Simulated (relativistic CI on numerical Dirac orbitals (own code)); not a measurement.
Radial parameters of Au XXX

These numbers are calculated, not measured: Dirac-Coulomb-Breit CI, orbitals from a KLI potential per configuration, a model potential for QED, unscaled Slater integrals (own radial code, finite nucleus).

Slater integrals F^k, G^k are unscaled and averaged over j, outside the closed core [Ar] 3d10 4p6; ζ comes from projecting the Hamiltonian with its Breit term on Σ l·s of the shell.

- 4s²4d¹⁰4f⁴: F^2(4f,4f) = 260520, F^4(4f,4f) = 169690, F^6(4f,4f) = 124050, ζ(4f) = 12047 cm⁻¹; <r>(4f) = 0.4018, <r^2>(4f) = 0.1851 (bohr units).
- 4s²4d¹⁰4f³5s: F^2(4f,4f) = 263130, F^4(4f,4f) = 171490, F^6(4f,4f) = 125400, ζ(4f) = 12329, G^3(4f,5s) = 35828 cm⁻¹; <r>(4f) = 0.3984, <r^2>(4f) = 0.1819, <r>(5s) = 0.7208, <r^2>(5s) = 0.579 (bohr units).
- 4s²4d¹⁰4f²5s²: F^2(4f,4f) = 265950, F^4(4f,4f) = 173450, F^6(4f,4f) = 126870, ζ(4f) = 12615 cm⁻¹; <r>(4f) = 0.3948, <r^2>(4f) = 0.1785 (bohr units).

Averages of the first 10 configurations, taken without configuration mixing, which lowers the lowest level and can move excited configurations by several eV; other configurations of the list can lie among them:

| Configuration | Parity | States | Average energy above the lowest level (eV) |
| --- | --- | --- | --- |
| 4s²4d¹⁰4f⁴ | even | 1001 | 20.9 |
| 4s²4d¹⁰4f³5s | odd | 728 | 179.7 |
| 4s²4d¹⁰4f²5s² | even | 91 | 350.1 |
| 4s²4d¹⁰4f³5p | even | 2184 | 255.3 |
| 4s²4d¹⁰4f²5s5p | odd | 1092 | 422.5 |
| 4s²4d¹⁰4f³5d | odd | 3640 | 352.9 |
| 4s²4d¹⁰4f²5p² | even | 1365 | 501.1 |
| 4s²4d¹⁰4f²5s5d | even | 1820 | 522.7 |
| 4s4d¹⁰4f⁵ | odd | 4004 | 715.2 |
| 4s²4d⁹4f³5s² | odd | 3640 | 595.2 |
